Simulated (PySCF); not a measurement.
Compound: C2H7GeNSi.
SMILES: `C(#N)[C@@H]([GeH3])[SiH3]`

The closed-shell ground state was solved at several levels (PySCF, density fitting, gas phase). Isolated species at its PBE0-D3(BJ)/def2-SVP geometry, gas phase. Relativistic effects, spin–orbit coupling among them, are left out although an element past zinc is present.

```
              level  basis functions  total energy (Eh)  HOMO (eV)  LUMO (eV)  gap (eV)  dipole (D)
      PBE0/def2-SVP              127         -2500.6418      -8.49       0.07      8.56        3.84
BHandHLYP/def2-SVPD              178         -2501.0919      -9.66       0.36     10.02        4.18
    B3LYP/def2-SVPD              178         -2501.2680      -8.35      -0.56      7.79        4.07
      LDA/def2-SVPD              178         -2495.6865      -7.55      -1.33      6.22        4.11
CAM-B3LYP/def2-SVPD              178         -2501.2485      -9.89       0.50     10.39        4.14
        PBE0/6-31G*              106         -2500.7832      -8.34       0.03      8.37        3.93
    PBE0/def2-TZVPD              271         -2501.1535      -8.54      -0.48      8.06        4.10
  LC-wPBE/def2-SVPD              178         -2500.7432     -11.23       1.58     12.81        4.13
```

Question: Estimate the row for PBE0/def2-TZVP, a basis of 220 functions; the other rows only guide the guess.

Answer: Total energy -2501.1525 Eh, HOMO -8.53 eV, LUMO -0.27 eV, gap 8.26 eV, dipole 4.07 D.

Question: Over all these levels, which gives the widest orbital gap and which the narrowest?

Answer: LC-wPBE/def2-SVPD (range-separated hybrid) has the widest, 12.81 eV, and LDA/def2-SVPD (LDA) the narrowest, 6.22 eV. The two share the basis. From the narrowest to the widest the HOMO moves by -3.68 eV and the LUMO by +2.91 eV.

Question: How much does the basis alone move the frontier levels among the 4 PBE0 rows (the withheld one included)?

Answer: The HOMO by 0.20 eV and the LUMO by 0.55 eV. By rising basis size (HOMO, LUMO in eV): 6-31G* -8.34, 0.03; def2-SVP -8.49, 0.07; def2-TZVP -8.53, -0.27; def2-TZVPD -8.54, -0.48.

Question: In the def2-SVPD basis, how does the gap go with the fixed share of exact exchange?

Answer: LDA (0 %) 6.22 eV; B3LYP (20 %) 7.79 eV; BHandHLYP (50 %) 10.02 eV. Each rise in the share widens the gap here.

Question: How far do the dipole and the HOMO energy spread over the levels?

Answer: The dipole runs from 3.84 to 4.18 D (mean 4.06 D) and the HOMO from -11.23 to -7.55 eV.
